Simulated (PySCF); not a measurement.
Atom-mapped SMILES (the numbers label the heavy atoms): `[CH3:1][c:2]1[cH:3][cH:4][cH:5][cH:6][c:7]1-[c:8]1[cH:9][cH:10][cH:11][cH:12][cH:13]1`. Each H is labelled by its parent atom.

PySCF calculation with J: B3LYP/pcJ-1 (without the spin–dipole term), NMR shieldings at PBE/pcSseg-1/GIAO and geometry from PBE0-D3(BJ)/def2-SVP; one averaged value for each set of equivalent atoms, no solvent model, a single conformation, relativity neglected.

Task: Predict the 2D correlation tables (HSQC, COSY, HMBC).

Result: 

HSQC (one-bond C–H):
```tsv
δH	δC	1J(C,H) (Hz)
7.41 (H(C10)/H(C12))	131.0 (C10/C12)	166
7.33 (H(C11))	129.9 (C11)	167
7.30 (H(C9)/H(C13))	132.8 (C9/C13)	166
7.26 (H(C3))	133.5 (C3)	163
7.26 (H(C4))	130.3 (C4)	166
7.26 (H(C5))	129.1 (C5)	167
7.15 (H(C6))	133.0 (C6)	166
2.31 (H(C1))	24.3 (C1)	134
```

COSY cross peaks (|J| ≥ 2 Hz):
```tsv
δH	δH	abs. J (Hz)	bonds
7.41 (H(C10)/H(C12))	7.33 (H(C11))	8.3	3
7.41 (H(C10)/H(C12))	7.30 (H(C9)/H(C13))	8.6	3
7.26 (H(C3))	7.26 (H(C4))	8.4	3
7.26 (H(C4))	7.26 (H(C5))	8.2	3
7.26 (H(C5))	7.15 (H(C6))	8.5	3
```

HMBC (two and three bonds, |J| ≥ 2.5 Hz):
```tsv
δH	δC [abs. J in Hz]
7.41 (H(C10)/H(C12))	147.3 (C8) [7.9], 131.0 (C10/C12) [8.2]
7.33 (H(C11))	132.8 (C9/C13) [8.1]
7.30 (H(C9)/H(C13))	146.6 (C7) [4.1], 132.8 (C9/C13) [6.8], 129.9 (C11) [8.1]
7.26 (H(C3))	146.6 (C7) [6.9], 129.1 (C5) [8.4], 24.3 (C1) [5.7]
7.26 (H(C4))	138.5 (C2) [8.0], 133.0 (C6) [8.2]
7.26 (H(C5))	146.6 (C7) [8.0], 133.5 (C3) [8.1]
7.15 (H(C6))	147.3 (C8) [4.5], 138.5 (C2) [6.7], 130.3 (C4) [8.6]
2.31 (H(C1))	146.6 (C7) [4.5], 138.5 (C2) [5.4], 133.5 (C3) [5.6]
```

Chemical shifts δ = σref − σ; 1H and 13C against TMS, all at this level.

Short H···H contacts in this conformer between protons four or more bonds apart (candidates for NOE cross peaks, intensity ∝ r⁻⁶): H(C1)···H(C3) 2.35 Å, H(C1)···H(C9) 2.39 Å, H(C6)···H(C13) 2.64 Å.

Unscaled 3J(H,H) at this level run about 10 % above measured values. Shifts are as computed. Against solution values, carbons near 30 ppm lie about +2 ppm off and those near 130 ppm about +2 ppm (rms about the fit 1.8 ppm; single classes can miss by 10 ppm). Of 1328 compounds with measured shifts, 309 miss one by over three times the rms of a fit or turn the order of signals round; such compounds aren't used in these exercises. Signals without a measured value on file couldn't be tested in this way.
